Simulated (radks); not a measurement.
Task: Successive ionisation energies (eV) of one element, from differences of total energies of ions in their ground configurations, starting at charge 12: 218.74, 351.47, 383.25, 415.73, 448.90, 482.75, 517.26, 552.41, 588.20, 624.60. Method: scalar-relativistic Kohn-Sham, BLYP, spin-unpolarised, spherical densities, finite nucleus; Fermi nuclear charge, rms radius 4.8919 fm; computed with a radial shooting solver on a logarithmic mesh with Libxc functionals. Which element is it?

Result: Praseodymium (Z = 59). The first species listed is Pr12+ in [Kr] 4d10 5s1, the last Pr21+ in [Kr] 4d2.
